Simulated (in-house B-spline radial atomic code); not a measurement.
A radial electron density 4πr²n(r) was computed for an atom or ion in its tabulated ground configuration with an all-electron radial atomic-structure program (B-spline basis); method: Dirac-Hartree-Fock, average of configuration. Columns: r (bohr), 4πr²n(r) (electrons per bohr), bar.

```
 0.00102    2.181 #
 0.00121    2.926 #
 0.00143    3.885 ##
 0.00169    5.136 ###
   0.002    6.769 ###
 0.00237    8.887 ####
  0.0028    11.53 ######
 0.00332     14.9 #######
 0.00393    19.03 #########
 0.00465    23.99 ############
 0.00551    29.87 ###############
 0.00652    36.51 ##################
 0.00772    43.79 ######################
 0.00914    51.32 #########################
  0.0108    58.48 #############################
  0.0128    64.75 ################################
  0.0152    69.25 ##################################
  0.0179     71.2 ###################################
  0.0212    70.59 ###################################
  0.0251    67.78 ##################################
  0.0298     64.1 ################################
  0.0352    61.78 ###############################
  0.0417    62.82 ###############################
  0.0494    68.32 ##################################
  0.0584    76.99 ######################################
  0.0692    85.45 ##########################################
  0.0819    88.77 ############################################
  0.0969       84 ##########################################
   0.115    72.29 ####################################
   0.136    60.26 ##############################
   0.161    54.52 ###########################
    0.19    56.94 ############################
   0.225    61.99 ###############################
   0.267    60.66 ##############################
   0.316    48.92 ########################
   0.374    31.05 ###############
   0.443    14.91 #######
   0.524    5.263 ###
    0.62    1.294 #
   0.734   0.2083 
   0.869  0.02059 
    1.03 0.001129
```

(1) Which atom or ion is it?
A. Xe29+
B. Xe28+
C. Cs29+
D. I29+

Answers

(1) A. The area under the curve, ∫4πr²n dr = ∫r·4πr²n d(ln r) on this logarithmic grid, is 25 electrons, which only this option has. The configuration is [Ar] 3d7.
